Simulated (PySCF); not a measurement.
# How methods differ on the ionisation energy of S+

S+ [Ne] 3s2 3p3 (4S) → S(2+) [Ne] 3s2 3p2 (3P), as a difference of total energies. All numbers are calculated (PySCF 2.14, no relativity, point nucleus, in def2-QZVPPD). Correlated levels: valence: [Ne] frozen; valence and next inner shell: 1s2 frozen. The calculations carry no spin-orbit coupling.

**Question.** Order these methods by the ionisation energy they give, lowest first.
A. PBE0
B. BLYP
C. B2PLYP
D. UHF

**Answer.** D (22.723 eV), B (23.019 eV), C (23.210 eV), A (23.382 eV).

A first-order spin-orbit estimate (lowest level to lowest level, LS coupling) adds -0.061 eV.

Errors of the correlated levels include the incompleteness of this basis and the frozen core.

For comparison: 23.338 eV (measured; NIST Atomic Spectra Database, ionization energies).
